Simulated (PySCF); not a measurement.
Compound: C₆H₉O₂ (doublet state).
Z-matrix (Å and degrees, GFN2-xTB geometry), rows numbered from 1:
```
C 
C   1  1.4697
C   2  1.5368  1  111.60
C   2  1.5562  1  112.41  3   123.47
C   4  1.5094  2  103.52  1   144.57
O   5  1.1987  4  127.16  2   165.12
C   5  1.5161  4  106.10  2   -14.30
O   7  1.4024  5  107.27  4    -3.89
H   1  1.0710  2  119.39  3   150.98
H   1  1.0706  2  120.55  3   -25.19
H   3  1.0868  2  109.29  1   -63.26
H   3  1.0876  2  110.55  1   176.95
H   3  1.0862  2  110.04  1    56.51
H   4  1.0875  2  113.39  1   -93.46
H   4  1.0923  2  110.74  1    28.92
H   7  1.1009  5  109.11  4   117.33
H   7  1.0936  5  111.50  4  -123.35
```

The hyperfine couplings belong to this conformer and change with its torsions.

The species is `[CH2][C@@]1(C)CC(=O)CO1` [radical].

Computed, not measured: UKS B3LYP, pcH-1 on C H O, non-relativistic, mean-field spin-orbit, GIAO (PySCF 2.14.0). Isolated species at its GFN2-xTB geometry (one conformer only). A GFN2-xTB geometry isn't a minimum of the functional, and hyperfine couplings can be far from their values at a DFT geometry. The SCF solution wasn't tested for stability.

Principal values of hyperfine tensors in MHz (contact and dipolar terms together), for some of the nuclei:

| atom | isotope | A1 | A2 | A3 |
| --- | --- | --- | --- | --- |
| C1 | 13C | 6.84 | 7.38 | 250.55 |
| H9 | 1H | -103.41 | -64.41 | -24.46 |
| H10 | 1H | -102.44 | -63.14 | -23.13 |
| C2 | 13C | -34.90 | -33.13 | -30.46 |
| C3 | 13C | 19.79 | 19.95 | 26.52 |
| O8 | 17O | -23.49 | -16.47 | -15.27 |
| C5 | 13C | 5.00 | 5.56 | 9.22 |
| H14 | 1H | -8.67 | -6.15 | 2.43 |

(1) Give the isotropic coupling of each nucleus in MHz and in mT (g = 2.0024), and the anisotropic part.

(2) What spin density at the nucleus of C2 lies behind its contact coupling (g_N = 1.40482)?

(3) C4 (13C, g_N = 1.40482) isn't in the table. Its spin density at the nucleus is 0.05568 bohr⁻³. What is its contact coupling?

(4) Name the largest traceless tensor T of the table and describe it.

(5) What first-order splitting does C1 cause when the field lies along A1, A2 or A3 of its tensor (g taken as isotropic, no quadrupole term)?

Answers

(1) a_iso is a third of the trace, T = A − a_iso, and a(mT) = a(MHz)/(g × 13.996).

```
atom  a_iso (MHz)  a_iso (mT)      T1      T2      T3
  C1        88.26       3.149  -81.41  -80.88  162.29
  H9       -64.09      -2.287  -39.31   -0.32   39.63
 H10       -62.91      -2.244  -39.54   -0.24   39.78
  C2       -32.83      -1.171   -2.07   -0.30    2.37
  C3        22.08       0.788   -2.30   -2.14    4.43
  O8       -18.41      -0.657   -5.08    1.94    3.14
  C5         6.59       0.235   -1.59   -1.03    2.62
 H14        -4.13      -0.147   -4.54   -2.02    6.56
```

(2) a_FC = 800.24 MHz bohr³ × g_N × ρ(0)/(2S). With a_FC = -32.83 MHz and 2S = 1, ρ(0) = -0.0292 bohr⁻³.

(3) By the same relation, a_FC = 62.6 MHz. Its full tensor has the principal values 55.61, 56.20, 75.98 MHz.

(4) C1: -81.4, -80.9, 162.3 MHz, axial, in the ratio −1:−1:+2, the form that spin in one p orbital centred on that nucleus gives.

(5) 2 lines (I = 1/2), spaced by |A_i|/(g × 13.996): 0.24, 0.26, 8.94 mT along the axes of A1, A2 and A3.
